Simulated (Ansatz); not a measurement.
`[OH][Al]([OH])[SeH]`, charge 0, multiplicity 1.

Give a relaxed structure at PBE0-D4/def2-TZVP (the Gaussian-basis code of Ansatz). (An estimate is asked.)

Ansatz gave: 
Z-matrix (Å, degrees):
```
Al
O 1 1.684
Se 1 2.319 2 119.7
O 1 1.685 2 116.9 3 179.9
H 2 0.955 1 124.3 3 0.2
H 3 1.469 1 91.8 2 180.0
H 4 0.954 1 124.4 2 -180.0
```
Point group Cs.
